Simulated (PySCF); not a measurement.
C₆H₁₁F.
Atom-mapped SMILES: `[CH3:1][CH2:2][C@@H:3]1[CH2:4][CH2:5][C@@H:6]1[F:7]` (hydrogens: H8, H9, H10 on C1; H11, H12 on C2; H13 on C3; H14, H15 on C4; H16, H17 on C5; H18 on C6)

Computed with TDDFT PBE0/def2-SVPD, vertical, gas phase, core orbitals frozen in the response (PySCF). Geometry: PBE0-D3(BJ)/def2-SVP, one conformer, isolated molecule. Torsions of this conformer, `[CH3:1][CH2:2][C@@H:3]1[CH2:4][CH2:5][C@@H:6]1[F:7]`: C1–C2–C3–C4 176°.

Orbital energies (eV): HOMO-3 -9.45, HOMO-2 -9.05, HOMO-1 -8.51, HOMO -8.41, LUMO 0.75, LUMO+1 1.05, LUMO+2 1.23.

Computed singlets:

| state | E (eV) | f |
| --- | --- | --- |
| S1 | 7.97 | 0.016 |
| S2 | 8.07 | 0.024 |
| S3 | 8.31 | 0.027 |
| S4 | 8.36 | 0.012 |
| S5 | 8.54 | 0.0043 |
| S6 | 8.65 | 0.0055 |

Assign a leading configuration to S1, S2, S3, S4, S5 and S6 and set E beside the orbital difference Δε.

| state | leading configuration | weight | Δε (eV) | E (eV) | E − Δε (eV) | f | other configurations |
| --- | --- | --- | --- | --- | --- | --- | --- |
| S1 | HOMO→LUMO | 0.93 | 9.16 | 7.97 | -1.19 | 0.016 | – |
| S2 | HOMO-1→LUMO | 0.94 | 9.27 | 8.07 | -1.20 | 0.024 | – |
| S3 | HOMO→LUMO+1 | 0.92 | 9.45 | 8.31 | -1.15 | 0.027 | – |
| S4 | HOMO-1→LUMO+1 | 0.94 | 9.56 | 8.36 | -1.20 | 0.012 | – |
| S5 | HOMO→LUMO+2 | 0.92 | 9.64 | 8.54 | -1.10 | 0.0043 | – |
| S6 | HOMO-2→LUMO | 0.70 | 9.80 | 8.65 | -1.16 | 0.0055 | H→L+3 (17%) |

E − Δε runs from -1.20 to -1.10 eV. Among themselves, these states come in the order of their orbital differences.

Summed over the main configurations (up to three a state, each over 8%) of all 6 singlets, the electron leaves HOMO with weight 2.93, HOMO-1 with weight 1.88 and HOMO-2 with weight 0.70.

Hardware: one thread, Intel Xeon Platinum 8488C (x86_64), no GPU, on a shared host. Cost: 41 s wall, 0.93 GiB resident at most.

Without π bonds the low states are Rydberg-like; a valence basis with one diffuse set may place them up to an eV too high.
